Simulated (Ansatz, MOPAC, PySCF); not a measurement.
Dimer: GaH3O (SMILES [OH][GaH2]) (first 5 atoms) with NH3 (SMILES N); geometry from B3LYP-D3(BJ)/def2-TZVP.
(charge 0, multiplicity 1):
```xyz
9

O     -0.02702     1.19407     1.18963
Ga    -0.08437    -0.03815    -0.09936
H      0.01076     0.80999     2.08897
H     -0.14648     0.52257    -1.55496
H     -0.06850    -1.55464     0.31431
N      0.08552     0.00720     3.84732
H      0.92956     0.28949     4.33258
H     -0.70556     0.30493     4.40691
H      0.07425    -1.00592     3.81188
```

Interaction energies are E(AB) − E(A) − E(B) at the monomers' geometry in the complex; basis-set methods are counterpoise corrected. Rows marked so take none.

Rows in 6-31G* carry no dispersion term and start afresh at each structure (6-31G* with six Cartesian d functions); the Pople sets are all-electron and without relativity. The state that AM1 reach isn't checked.

Run with Ansatz (a program for electronic structure) with Gaussian orbitals; MOPAC for AM1 (differences of heats of formation); PySCF for 6-31G* rows. Values without a source in brackets are computed.

Task: Give the interaction energy at the level wB97X-V/def2-TZVPPD.

Result: -6.6 kcal/mol

Task: Estimate the interaction energy that BP86/6-31G* (no counterpoise) returns for this input.

Result: -10.5 kcal/mol

Task: Estimate the interaction energy that AM1 returns for this input.

Result: -0.9 kcal/mol
